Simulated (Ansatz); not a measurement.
C$_{2}$H$_{5}$NOSi, SMILES `OC1=NC[SiH2]1` at its PBE0-D4/def2-TZVP geometry, where that method's forces vanish. The species carries charge 0 and has multiplicity 1.

```xyz
10

O    -1.8745    1.3331   -0.2377
C    -0.8040    0.5498   -0.1632
N    -0.3500   -0.1449   -1.1394
C     0.8368   -0.8336   -0.5579
Si    0.4851    0.0253    1.0916
H    -2.2178    1.2674   -1.1426
H     0.7257   -1.9190   -0.5985
H     1.7526   -0.5614   -1.0864
H     1.4245    1.0683    1.5842
H     0.0217   -0.7851    2.2498
```

Q: What forces (eV/Å) does PBE-D4/def2-TZVPP give on these atoms in the Gaussian-basis code of Ansatz? (Best estimate.)

A: Ansatz gave: 
```
O1  -0.328  0.419  0.477
C2   0.003  0.193  0.543
N3   0.068 -0.350 -0.832
C4   0.145 -0.103  0.021
Si5  0.035  0.032  0.162
H6  -0.181 -0.034 -0.476
H7  -0.005 -0.226 -0.008
H8   0.196  0.041 -0.103
H9   0.114  0.120  0.070
H10 -0.047 -0.093  0.146
```
